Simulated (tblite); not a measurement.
C₆H₁₁O₂ (doublet state).
Geometry (GFN2-xTB, Å), atoms numbered from 1 in this order:
```xyz
19
C6H11O2 angstrom
C     -2.3542   -0.1272   -1.5112
C     -2.2478    0.0617   -0.0034
C     -0.8065    0.2909    0.4346
O     -0.0678   -0.8977    0.2095
C      1.2935   -0.7750    0.5062
C      2.0587    0.0544   -0.4488
C      3.3469    0.5666   -0.1718
O      4.0129    1.2372   -0.9516
H     -1.7360   -0.9648   -1.8223
H     -2.0196    0.7668   -2.0333
H     -3.3836   -0.3276   -1.7966
H     -2.6229   -0.8276    0.5043
H     -2.8458    0.9182    0.3131
H     -0.3637    1.1237   -0.1306
H     -0.7677    0.5479    1.5055
H      1.6866   -1.8046    0.4801
H      1.4440   -0.4067    1.5384
H      1.6210    0.2500   -1.4174
H      3.7421    0.3230    0.8333
```

Computed geometry: GFN2-xTB, gas phase. This method treats the open shell by occupation alone, without spin polarisation.

Masses are those of the commonest isotopes; rigid-rotor values at the optimised geometry. The values belong to one conformer with, in the numbering `[CH3:1][CH2:2][CH2:3][O:4][CH2:5]/[CH:6]=[CH:7]/[O:8]`, C1–C2–C3–O4 -67°, C2–C3–O4–C5 177°, C3–O4–C5–C6 -71°, O4–C5–C6–C7 164°.

(1) What are A, B and C (cm⁻¹)?

(2) Classify the top.

(3) Is it planar, by Δ = Ic − Ia − Ib?

(4) Give the other two planar moments, Paa and Pbb, and the rms extents of the mass along the axes.

(5) Estimate the classical rotational partition function at 10 K, 50 K and 100 K.

Answers

(1) Ia = 107.23, Ib = 649.93, Ic = 698.48 u·Å²; 505379 MHz·u·Å²/I gives 4713, 777.6 and 723.5 MHz, that is A = 0.15721, B = 0.02594, C = 0.02413 cm⁻¹.

(2) A near-prolate asymmetric top; Ray's κ = -0.973.

(3) Not planar: Δ = Ic − Ia − Ib = -58.68 u·Å². For a rigid frame Δ = −2 Σ m c², so Σ m c² = 29.34 u·Å² lies off the ab plane: 10.69 from hydrogen and 18.65 from heavier atoms. The atom farthest from that plane is 1.56 Å away.

(4) Paa = Σ m a² = (Ib + Ic − Ia)/2 = 620.59 and Pbb = Σ m b² = (Ia + Ic − Ib)/2 = 77.89 u·Å². With the mass M = 115.08 u, the rms extents √(P/M) along a, b and c are 2.32, 0.82, 0.50 Å.

(5) Point group C1, symmetry number σ = 1; q = (√π/σ)·√((kT/h)³/(ABC)), k/h = 20836.6 MHz/K: 3270 at 10 K, 36600 at 50 K, 104000 at 100 K.

For this open shell read J as N, the rotation without spin; fine and hyperfine splittings come on top. Its GFN2-xTB frequencies are all real (lowest 31 cm⁻¹). No vibrational averaging or centrifugal distortion is included, and the geometry carries the error of its method.

Time: 1.8 s of wall time. Hardware: Arm Neoverse N1, one thread, no GPU, shared host. That covers the optimisation of the geometry.
